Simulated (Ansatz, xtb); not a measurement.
## Isomers of C3H2FNSe in order of energy

5 gas-phase structures of C3H2FNSe, from a drawn sample of its isomers (lower ones may exist). Each was relaxed with GFN2-xTB:

A. `Fc1ncc[se]1`, a singlet
B. `Fc1cnc[se]1`, a singlet
C. `Fc1ccn[se]1`, a singlet
D. `Fc1cn[se]c1`, a singlet
E. `Fc1cc[se]n1`, a singlet

Question: Which do you expect lowest at r2SCAN-D4/def2-SVP, and how would the others follow?

Answer: Calculated order at r2SCAN-D4/def2-SVP: A (0.0), E (2.0), B (7.6), D (9.3), C (11.0) kcal/mol. CCSD(T)/def2-SVP + ΔMP2/def2-TZVPP after further relaxation puts E lowest instead.

Energies above the lowest of each column, in kcal/mol; the last columns are at PBE0-D3(BJ)/def2-SVP geometries:

```tsv
structure	GFN2-xTB	HF/STO-3G	r2SCAN-D4/def2-SVP	PBE0-D3(BJ)/def2-SVP	CCSD(T)/def2-SVP + ΔMP2/def2-TZVPP
A	1.5	0.0	0.0	0.0	1.3
E	0.0	4.2	2.0	1.8	0.0
B	4.5	4.8	7.6	7.7	9.0
D	3.1	8.3	9.3	9.0	7.0
C	4.4	6.7	11.0	10.9	9.3
```

CCSD(T)/def2-SVP + ΔMP2/def2-TZVPP puts E lowest; HF/STO-3G picks A, r2SCAN-D4/def2-SVP picks A, PBE0-D3(BJ)/def2-SVP picks A. CCSD(T)/def2-SVP + ΔMP2/def2-TZVPP orders those it was run on as E (0.0), A (1.3), D (7.0), B (9.0), C (9.3) kcal/mol. Less than 1 kcal/mol parts B and C, so the order within that pair means little. ΔMP2 is the change of the MP2 energy from the smaller to the larger basis.

Over these structures GFN2-xTB departs from r2SCAN-D4/def2-SVP by 2.5 kcal/mol on average once a common shift is removed. A GFN2-xTB relaxation took about 0.14 s and the r2SCAN-D4/def2-SVP energy about 2.7 s on a shared host (Ansatz 0.2.0, xtb 6.7.1).
